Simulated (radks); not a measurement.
The numbers below are computed, except where a source is named.
Ionisation of neutral iron, [Ar] 3d6 4s2, to [Ar] 3d6 4s1 as the strength of local exchange is varied. Code: a radial shooting solver on a logarithmic mesh with Libxc functionals. Model: non-relativistic Kohn-Sham, Slater X-alpha exchange (alpha = 2/3 is LDA exchange), no correlation, spin-polarised, spherical densities, point nucleus; open shells are filled with parallel spins first.

alpha	E(Fe) (hartree)	exchange (hartree)	IE (eV)	-e of the level emptied (eV)	<r> of it (bohr)
0.578	-1252.30327	-43.78362	6.283	3.477 (4s)	3.315
0.601	-1254.04679	-45.59161	6.385	3.587 (4s)	3.297
0.667	-1259.06386	-50.80725	6.685	3.914 (4s)	3.247
0.683	-1260.28323	-52.07776	6.759	3.995 (4s)	3.235
0.788	-1268.31538	-60.47457	7.262	4.550 (4s)	3.156
0.91	-1277.71319	-70.35887	7.878	5.238 (4s)	3.067
0.983	-1283.36983	-76.33863	8.262	5.671 (4s)	3.016
1.019	-1286.16857	-79.30550	8.456	5.890 (4s)	2.991

NIST Atomic Spectra Database: 7.902 eV (measured). The Delta-SCF value meets it near alpha = 0.91. Open shells are spherical and high-spin; term and fine-structure splittings are not resolved.
